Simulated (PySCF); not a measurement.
System (SMILES): C=C(F)F.
Geometry (B3LYP-D3(BJ)/def2-TZVP, fixed):
```
C
C 1 1.3156
F 1 1.3225 2 125.22
F 1 1.3225 2 125.22 3 -180.00
H 2 1.0775 1 119.81 3 0.00
H 2 1.0775 5 120.39 1 180.00
```

Basis-set convergence of the lowest singlet excitation energy at PBE with PySCF. Tamm-Dancoff approximation; the state is taken by its order, and sets in which it differs in degeneracy or brightness are left out, yet its character can still change. All functions are spherical. Density fitting with generated auxiliary sets. In sets without p functions on hydrogen, species with hydrogen take exact integrals. No added dispersion term, no relativity. Reference: the value in aug-pcseg-2, 6.089 eV, itself unsure by roughly 0.011 eV (its distance from aug-cc-pVTZ). Deviations are taken from unrounded values. Cost is core time over that of 6-311G**, rough, on shared machines of one kind; a dash marks a row that isn't timed (too short, read off another run, short of memory, by another algorithm or on other hardware).

| basis | functions | lowest singlet excitation energy (eV) | minus reference (eV) | cost |
|---|---|---|---|---|
| 6-31+G* | 76 | 6.428 | 0.339 | - |
| 6-311G** | 84 | 7.763 | 1.675 | 1× |
| 6-311+G** | 100 | 6.482 | 0.393 | 1× |
| 6-311++G(2d,2p) | 128 | 6.226 | 0.138 | 2× |
| 6-311++G(3df,3pd) | 192 | 6.220 | 0.132 | 6× |

Of the sets listed that have larger relatives (same family, alike in diffuse functions), none stays within 0.1 eV of the reference together with them.
